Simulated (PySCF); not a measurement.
FZn, neutral, multiplicity 2. Atoms are numbered in the order given.

```xyz
2

Zn     0.0000     0.0000    -0.4115
F      0.0000     0.0000     1.3717
```
Charge 0, spin multiplicity 2.

Geometry: r2SCAN-D4/def2-TZVPD. The spin state was assumed, not searched.

Calculation: PySCF with PBE/def2-TZVPD.

Mulliken values depend strongly on the basis, most of all with diffuse functions as here. ESP charges are fitted to the potential on shells at 1.4 to 2.0 van der Waals radii. Atomic charges (e):

```json
[
 {"atom": "Zn1", "ESP fit": "[?]", "Mulliken": "0.46", "Mulliken spin": "0.93"},
 {"atom": "F2", "ESP fit": "[?]", "Mulliken": "-0.46", "Mulliken spin": "0.07"}
]
```

Complete the blanks. (The exact figures need the calculation; the answer reports its results.)


- Zn1, ESP fit: 0.39
- F2, ESP fit: -0.39
